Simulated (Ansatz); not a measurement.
CH4AlFOSi, SMILES `[F][Al]1[CH2]O[SiH2]1` at its PBE0-D4/def2-TZVP geometry, where that method's forces vanish. Charge 0, multiplicity 1.

```xyz
9

F     1.3955    2.4958   -1.0948
Al    0.6095    1.1865   -0.4742
C     0.7722   -0.7899   -0.6577
O    -0.3235   -1.0751    0.2371
Si   -1.1109    0.2351    0.9239
H     0.5636   -1.2249   -1.6402
H     1.6857   -1.2576   -0.2772
H    -2.5591    0.2384    0.5713
H    -1.0330    0.1917    2.4118
```

Task: What forces (eV/Å) does r2SCAN-D4/def2-TZVPP give on these atoms in Ansatz? (An estimate is asked.)

Result: The calculation gave: 
```
F1   0.041  0.055 -0.032
Al2 -0.020 -0.027  0.011
C3   0.301  0.115 -0.244
O4  -0.248 -0.138  0.201
Si5 -0.062  0.078  0.057
H6   0.008 -0.027  0.007
H7  -0.006 -0.029 -0.009
H8   0.006 -0.013  0.019
H9  -0.019 -0.013 -0.010
```
